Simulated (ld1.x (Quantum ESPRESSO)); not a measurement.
**An all-electron radial function and its pseudo partner (P (Z = 15))**

Columns: radius, all-electron u(r) and pseudo u(r) of the 3s shell (level -33.86 eV) of phosphorus in the configuration [Ne] 3s2 3p1; PBE, non-relativistic, TM scheme, ld1.x (Quantum ESPRESSO) 7.5.

| r (bohr) | all-electron | pseudo |
| --- | --- | --- |
| 0.080 | 0.1845 | 0.0292 |
| 0.160 | -0.0741 | 0.0592 |
| 0.240 | -0.3009 | 0.0905 |
| 0.320 | -0.4029 | 0.1240 |
| 0.400 | -0.3929 | 0.1604 |
| 0.480 | -0.3062 | 0.2007 |
| 0.560 | -0.1755 | 0.2455 |
| 0.640 | -0.0254 | 0.2958 |
| 0.720 | 0.1273 | 0.3521 |
| 0.800 | 0.2720 | 0.4146 |
| 0.880 | 0.4025 | 0.4823 |
| 0.960 | 0.5154 | 0.5533 |
| 1.040 | 0.6100 | 0.6241 |
| 1.120 | 0.6864 | 0.6900 |
| 1.200 | 0.7458 | 0.7463 |
| 1.280 | 0.7894 | 0.7894 |
| 1.360 | 0.8186 | 0.8186 |
| 1.440 | 0.8348 | 0.8348 |
| 1.520 | 0.8397 | 0.8397 |
| 1.600 | 0.8349 | 0.8349 |
| 1.680 | 0.8220 | 0.8220 |
| 1.760 | 0.8024 | 0.8024 |
| 1.840 | 0.7775 | 0.7775 |
| 1.920 | 0.7485 | 0.7485 |
| 2.000 | 0.7164 | 0.7164 |
| 2.080 | 0.6823 | 0.6823 |

(1) How many radial nodes do the two functions have?

(2) At about which radius was the pseudo-wave matched?

(3) Where does each function peak?

(4) Is the pseudo-wave norm-conserving?

## Answers

(1) The all-electron 3s function has n − l − 1 = 2; the pseudo-wave has 0, since the states of the same l below it are removed with the core.

(2) 1.35 bohr. The columns agree to 0.0005 from 1.20 bohr on; several derivatives are matched, so the curves merge somewhat inside the radius.

(3) Outermost all-electron maximum near 1.52 bohr, pseudo maximum near 1.52 bohr (to the table’s step).

(4) Yes: the TM scheme keeps the norm inside the radius equal to the all-electron one, which fixes the energy derivative of the logarithmic derivative at the level.
